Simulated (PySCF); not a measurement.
A species of formula C5H7FOS has this rotational fingerprint, computed with PBE0/def2-SVPD in PySCF (dipole) on a GFN2-xTB geometry, gas phase:

| Property | Result |
| --- | --- |
| Rotational constants | A = 2415, B = 1645, C = 1255 MHz |
| Dipole components | \|μa\| = 0.01 D, \|μb\| = 3.56 D, \|μc\| = 0.04 D |
| Inertial defect | -113.88 u·Å² |
| κ | -0.33 |

Question: Which structure is it? (One computed conformer of each.)
A. `[O:1]=[S@@:2]1[CH2:3][CH2:4][CH2:5][CH:6]=[C:7]1[F:8]` with O1–S2–C3–C4 -51°, S2–C3–C4–C5 -77°, C3–C4–C5–C6 49°, C4–C5–C6–C7 -10°
B. `[O:1]=[S@@:2]1[CH:3]=[CH:4][CH2:5][CH2:6][C@H:7]1[F:8]` with O1–S2–C3–C4 -87°, C3–C4–C5–C6 13°, C4–C5–C6–C7 -52°, C5–C6–C7–F8 -47°
C. `[CH3:1][C:2]1=[CH:3][CH2:4][C@@H:5]([F:6])[S@@:7]1=[O:8]` with C2–C3–C4–C5 -12°, C3–C4–C5–F6 -97°, C4–C5–S7–O8 88°, C1–C2–S7–C5 -171°
D. `[CH3:1][CH2:2][C:3](=[O:4])[C@@H:5]1[S:6][C@H:7]1[F:8]` with C1–C2–C3–O4 -2°, C2–C3–C5–S6 -113°
E. `[CH2:1]=[CH:2][O:3][C:4](=[CH2:5])[S:6][CH2:7][F:8]` with C1–C2–O3–C4 -17°, C2–O3–C4–C5 136°, O3–C4–S6–C7 -137°, C4–S6–C7–F8 -83°
F. `[CH3:1][O:2][CH2:3][S:4][C:5]1=[C:6]([F:7])[CH2:8]1` with C1–O2–C3–S4 -70°, O2–C3–S4–C5 -64°, C3–S4–C5–C6 -7°

Answer: C. It is CC1=CC[C@@H](F)[S@@]1=O, an asymmetric top, point group C1. The candidates at the same level (rigid rotor, commonest isotopes):

| SMILES | A (MHz) | B (MHz) | C (MHz) | μa (D) | μb (D) | μc (D) | Δ (u·Å²) | point group | rotor |
| --- | --- | --- | --- | --- | --- | --- | --- | --- | --- |
| CC1=CC[C@@H](F)[S@@]1=O | 2415 | 1645 | 1255 | 0.01 | 3.56 | 0.04 | -113.88 | C1 | asymmetric top |
| COCSC1=C(F)C1 | 2453 | 1154 | 919.5 | 1.77 | 0.50 | 0.20 | -94.27 | C1 | asymmetric top |
| O=[S@@]1CCCC=C1F | 2205 | 1941 | 1222 | 3.37 | 2.30 | 2.22 | -76.06 | C1 | asymmetric top |
| CCC(=O)[C@@H]1S[C@H]1F | 3646 | 906.6 | 852.9 | 1.65 | 0.11 | 2.11 | -103.49 | C1 | near-prolate asymmetric top |
| C=COC(=C)SCF | 3554 | 1043 | 898.2 | 0.45 | 0.07 | 1.00 | -64.21 | C1 | asymmetric top |
| O=[S@@]1C=CCC[C@H]1F | 2366 | 1792 | 1455 | 3.20 | 0.62 | 0.37 | -148.26 | C1 | asymmetric top |

`C=COC(=C)SCF` has A 47 % too high; `CCC(=O)[C@@H]1S[C@H]1F` has A 51 % too high; `O=[S@@]1C=CCC[C@H]1F` has C 16 % too high; `COCSC1=C(F)C1` has B 30 % too low; `O=[S@@]1CCCC=C1F` has B 18 % too high. No structure here is proved a minimum.
